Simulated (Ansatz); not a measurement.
Program: Ansatz. Geometries: PBE0-D4/def2-TZVP. ΔE: electronic, gas phase. CBS: MP2 limit from def2 TZ/QZ plus the TZ coupled-cluster correction, frozen cores. This one scheme is used for every species. DFT in def2-TZVPP.

Consider the ligand exchange at the Si–C bond: `C[SiH](F)C#N` + H–F → `N#C[SiH](F)F` + CH₄.

| level | ΔE (kcal/mol) | difference from CCSD(T)/CBS |
| --- | --- | --- |
| r2SCAN-D4 | -33.5 | -1.2 |
| BHLYP-D4 | -34.5 | -2.2 |
| CAM-B3LYP-D4 | -34.3 | -2.0 |
| B2PLYP | -34.5 | -2.2 |
| revPBE | -31.3 | 1.0 |
| r2SCAN0 | -33.3 | -1.0 |
| CCSD(T)/def2-SVP | -32.4 | -0.1 |
| MP2/def2-TZVPP | -32.8 | -0.5 |
| SCS-MP2/def2-TZVPP | -34.1 | -1.8 |
| SCS-MP2/def2-QZVPP | -34.0 | -1.7 |
| CCSD(T)/CBS | -32.3 | 0 |

Question: What do rigid-rotor, harmonic-oscillator terms from PBE0-D4/def2-TZVP frequencies (298.15 K, 1 bar) make of the CCSD(T)/CBS value? (Estimate.)

Answer: The calculation gave: ΔZPE = +1.1 kcal/mol, ΔH = -31.6 kcal/mol, ΔS = -6 J/(mol·K), ΔG = -31.2 kcal/mol.

Largest T1 diagnostic among the species: 0.013.

In def2-TZVPP, CCSD(T) changes the Hartree–Fock value by +4.5 kcal/mol (the triples alone add +0.5 kcal/mol) and MP2 by +4.6 kcal/mol. Leaving LDA and LC-ωPBE aside and taking each functional with its dispersion term where it has one, the values, not all of them listed here, spread over 5.1 kcal/mol, from B97M-V to revPBE-D4. LDA lies +1.0 kcal/mol from PBE without D4. The D4 term adds +1.2 kcal/mol with B3LYP and +0.7 kcal/mol with PBE0; it sums over pairs of atoms, weighted by their polarisabilities, and B3LYP, whose exchange is more repulsive, gets the larger term.

B3LYP here is the variant with VWN-RPA as its local correlation; programs differ in this.
